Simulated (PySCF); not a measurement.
As: excitation energy

As [Ar] 3d10 4s2 4p3 (4S) → As [Ar] 3d10 4s2 4p2 4d1 (high-spin determinant), as a difference of total energies. All numbers are calculated (PySCF 2.14, scalar relativity by spin-free X2C-1e, in aug-cc-pVQZ-DK (8s7p5d3f2g, 93 functions)). Correlated levels: valence: [Ar] 3d10 frozen. The calculations carry no spin-orbit coupling.

```csv
method,excitation energy (eV)
UHF,8.392
MP2 (valence),8.572
SCS-MP2 (valence),8.517
CCSD (valence),8.251
CCSD(T) (valence),7.984
```

Question: How much does correlation contribute at CCSD(T) (valence)?

Answer: 7.984 − (8.392) = -0.408 eV, measured against UHF.

A first-order spin-orbit estimate (lowest level to lowest level, LS coupling) adds -0.125 eV.

The promoted electron is Rydberg-like, and one or two diffuse shells describe it only roughly, which tends to raise the upper state.

The coupled-cluster amplitudes are large for the upper state (T1 above 0.03 or a double amplitude above 0.15), so a single reference is strained.

The determinant of the upper state mixes LS terms, which raises its energy above the lowest term, most at the Hartree-Fock and MP2 levels.
